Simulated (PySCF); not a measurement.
How methods differ on the excitation energy of Pd⁺

Pd⁺ [Kr] 4d9 (2D) → Pd⁺ [Kr] 4d8 5s1 (4F), as a difference of total energies. All numbers are calculated (PySCF 2.14, scalar relativity by spin-free X2C-1e, in x2c-TZVPPall with one added diffuse shell each of s, p, d, f type (9s7p7d3f1g, 95 functions)). Correlated levels: valence: [Kr] frozen. The calculations carry no spin-orbit coupling.

| method | excitation energy (cm⁻¹) | error (cm⁻¹) |
| --- | --- | --- |
| UHF | 18931 | -6831 |
| MP2 (valence) | 26993 | +1230 |
| SCS-MP2 (valence) | 27849 | +2086 |
| CCSD (valence) | 25183 | -580 |
| CCSD(T) (valence) | 25636 | -126 |

Reference: 25762 cm⁻¹ (measured; NIST levels, between the centres of gravity of the two terms).

Errors of the correlated levels include the incompleteness of this basis and the frozen core.
